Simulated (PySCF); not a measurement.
CH8FNOSi2. Atoms are numbered in the order given.

```xyz
14

C     -1.2019     0.8364     1.8020
Si    -1.2039     0.3063    -0.0102
N     -1.8860    -1.2494    -0.3906
Si     1.0201     0.0940    -0.6970
O      1.9313     1.1339     0.2291
F      1.4482    -1.4559    -0.3519
H     -0.6887     0.0876     2.4267
H     -2.2248     0.9688     2.1914
H     -0.6613     1.7914     1.9100
H     -1.9326     1.3410    -0.8056
H     -2.8765    -1.4361    -0.2643
H     -1.3326    -2.0769    -0.1857
H      1.3463     0.2635    -2.1442
H      2.8718     1.2174     0.0291
```
Charge 0, spin multiplicity 1.

Coordinates come from a B3LYP-D3(BJ)/def2-SVP optimisation. The structure was generated by enumeration; whether it is a known compound was not checked. Other conformers were not sampled.

Vertical ionisation energy (IE) and electron affinity (EA) in eV. Rows of orbital energies are one-electron estimates. Where ΔSCF, EOM or ADC give a negative EA the extra electron is unbound and the value depends on the basis.

| level | IE | EA |
|---|---|---|
| −ε(HOMO), −ε(LUMO), r2SCAN/def2-TZVP (PySCF) | 6.14 | 0.62 |
| −ε(HOMO), −ε(LUMO), PBE/def2-TZVP (PySCF) | 5.85 | 0.95 |
